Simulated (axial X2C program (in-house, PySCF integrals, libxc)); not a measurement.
**Estimating the spin–orbit splitting of the π levels of LiI**

Calculated with an axial X2C code built on PySCF integrals. Spin-free means the one-electron spin-free X2C Hamiltonian; two-component (2c) means X2C with spin–orbit coupling and atomic mean-field two-electron Coulomb and Gaunt terms, so the difference of the two also holds small scalar two-electron terms. Basis: I dyall-cv3z [11s12p8d4f1g], Li dyall-cv3z [7s8p2d] (cores contracted in-house); Gaussian nuclei, density fitting, unrestricted open shells. Masses: I 126.904 u, Li 7.016 u.

Hartree–Fock at 2.396 Å, closed shell. Valence p splittings ε(p3/2) − ε(p1/2) of spherical Dirac–Hartree–Fock atoms with fractionally filled p shells: I 5p 1.126 eV.

```tsv
filled π level (eV), spin-free	Li p share	I p share
-8.72	0.06	0.90
```

(1) In first order a p shell splits by 3ζ/2 and a π orbital by ζ. Estimate the splitting of each π level from the shares.

The two-component Hartree–Fock calculation gives:

```tsv
ε(ω = 1/2) (eV)	σ share of it	ε(ω = 3/2) (eV)	splitting (eV)	estimate (eV)
-8.776	0.30	-8.370	0.41	0.67
```

The estimate leaves out the mixing of π1/2 with σ1/2 levels, which pushes the ω = 1/2 spinor up or down, the d and f parts of the orbital, small shares of the strongly split outer-core p shell of a metal, the Gaunt term (absent from the atomic values), and the change of the atomic p orbitals with charge; Löwdin shares depend on the basis.

Results:

(1) level -8.72 eV: (2/3) × (0.90 × 1.126) = 0.67 eV.
